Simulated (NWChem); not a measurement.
Total energies of phosphoric acid (H3O4P)

```
P
O 1 1.4945
O 1 1.6280 2 116.78
H 3 0.9772 1 109.31 2 36.07
O 1 1.6280 2 116.78 3 -120.00
H 5 0.9772 1 109.31 2 36.05
O 1 1.6280 2 116.78 5 -120.00
H 7 0.9772 1 109.31 2 36.07
```
Charge 0, spin multiplicity 1.

All runs are NWChem calculations. Structure: optimised with PBE/def2-SVP, a minimum by its harmonic frequencies. It is one conformer; others weren't searched.

Basis set: def2-SVP (89 functions).

```json
[
 {"method": "RHF", "total energy (Ha)": "-641.68295"},
 {"method": "MP2", "total energy (Ha)": "-642.54613"},
 {"method": "B2PLYP", "total energy (Ha)": "-643.41853"},
 {"method": "PBE", "total energy (Ha)": "-643.34104"},
 {"method": "B3LYP", "total energy (Ha)": "-643.81691"},
 {"method": "M06-2X", "total energy (Ha)": "-643.67849"},
 {"method": "CCSD(T)", "total energy (Ha)": "-642.58277"}
]
```

Total energies of different functionals aren't comparable as a measure of quality: only differences taken within one method are. 

The correlated methods keep 9 core orbitals frozen. B3LYP has NWChem's definition, with VWN1-RPA local correlation. Coupled-cluster values serve here as a point of comparison, not as the truth.
